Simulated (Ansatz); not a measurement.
Ba4⁺ (the lowest doublet isomer of a short search), 4 atoms. Hardware: 4 threads of Arm Neoverse V1 on a shared host.

In the def2 sets Ba takes a core potential; there is no spin–orbit coupling.

Question: How many basis functions does each of these Ansatz runs have, and roughly what does it cost? r2SCANh/def2-TZVP, charge 1 quartet, energy, from earlier orbitals; r2SCAN/def2-TZVP, charge 1 doublet, energy, from earlier orbitals; PBE0/def2-TZVP, charge 1 doublet, energy, from earlier orbitals; PBE0/def2-TZVP, charge 0 triplet at the geometry of the charge 1 doublet, energy; r2SCAN/def2-TZVP, charge 0 singlet at the geometry of the charge 1 doublet, energy, from earlier orbitals; LC-ωPBE (ω = 0.30 bohr⁻¹)/def2-TZVP, charge 1 doublet, energy, from earlier orbitals; LC-ωPBE (ω = 0.15 bohr⁻¹)/def2-TZVP, charge 0 singlet at the geometry of the charge 1 doublet, energy, from earlier orbitals; HF/def2-TZVP, charge 1 quartet, energy, from earlier orbitals; PBE/def2-SVP, charge 1 doublet, energy, from earlier orbitals; LC-ωPBE (ω = 0.30 bohr⁻¹)/def2-TZVP, charge 1 quartet, energy, from earlier orbitals; LC-ωPBE (ω = 0.15 bohr⁻¹)/def2-TZVP, charge 1 doublet, energy, from earlier orbitals; PBE/def2-TZVP, charge 0 singlet at the geometry of the charge 1 doublet, energy, from earlier orbitals.

Answer: Other jobs shared the machine, so times can vary by a factor of up to 3. A dash marks memory too small to be measured apart from the calling script's.

| run | functions | fitting or Cholesky vectors | wall time | peak host memory (GiB) |
| --- | --- | --- | --- | --- |
| PBE/def2-TZVP, charge 0 singlet at the geometry of the charge 1 doublet, energy, from earlier orbitals | 160 | 1148 | 2.6 s | – |
| LC-ωPBE (ω = 0.15 bohr⁻¹)/def2-TZVP, charge 0 singlet at the geometry of the charge 1 doublet, energy, from earlier orbitals | 160 | 1148 | 3.7 s | – |
| r2SCAN/def2-TZVP, charge 0 singlet at the geometry of the charge 1 doublet, energy, from earlier orbitals | 160 | 1148 | 6 s | – |
| HF/def2-TZVP, charge 1 quartet, energy, from earlier orbitals | 160 | 1380 | 6.5 s | 0.56 |
| PBE/def2-SVP, charge 1 doublet, energy, from earlier orbitals | 120 | 1052 | 17 s | – |
| LC-ωPBE (ω = 0.15 bohr⁻¹)/def2-TZVP, charge 1 doublet, energy, from earlier orbitals | 160 | 1148 | 17 s | – |
| PBE0/def2-TZVP, charge 1 doublet, energy, from earlier orbitals | 160 | 1184 | 17 s | 0.69 |
| LC-ωPBE (ω = 0.30 bohr⁻¹)/def2-TZVP, charge 1 doublet, energy, from earlier orbitals | 160 | 1148 | 19 s | 0.56 |
| LC-ωPBE (ω = 0.30 bohr⁻¹)/def2-TZVP, charge 1 quartet, energy, from earlier orbitals | 160 | 1148 | 22 s | 0.56 |
| PBE0/def2-TZVP, charge 0 triplet at the geometry of the charge 1 doublet, energy | 160 | 1184 | 25 s | 0.71 |
| r2SCAN/def2-TZVP, charge 1 doublet, energy, from earlier orbitals | 160 | 1148 | 32 s | 0.63 |
| r2SCANh/def2-TZVP, charge 1 quartet, energy, from earlier orbitals | 160 | 1148 | 33 s | 0.84 |
